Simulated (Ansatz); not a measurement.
Wavefunction ladder for F₃HOSn, SMILES `[OH][Sn]([F])([F])[F]`

```xyz
6

O     1.197    0.048    1.008
Sn   -0.374   -0.049   -0.088
F    -0.031    0.659   -1.806
F    -1.796    0.905    0.691
F    -0.986   -1.817   -0.308
H     1.990    0.253    0.502
```

Charge 0, multiplicity 1. Correlated methods include outer-core shells of Sn, which these sets cover unevenly. Sn takes the def2 core potential. The geometry is a stationary point of PBE0-D4/def2-TZVP. It is one conformer, not always the lowest. Frozen core, restricted reference, Ansatz.

| basis | HF (Eh) | MP2 corr. |
| --- | --- | --- |
| def2-SVP | -586.87836 | -0.86121 |
| def2-TZVPP | -587.39289 | -1.30811 |
| def2-QZVPP | -587.41631 | -1.61659 |

(1) Estimate the CCSD correlation energy and the (T) correction in each basis where they were run (hartree).

Answers

(1) 
| basis | CCSD corr. | (T) |
| --- | --- | --- |
| def2-SVP | -0.86700 | -0.01558 |
| def2-TZVPP | -1.29594 | -0.04034 |
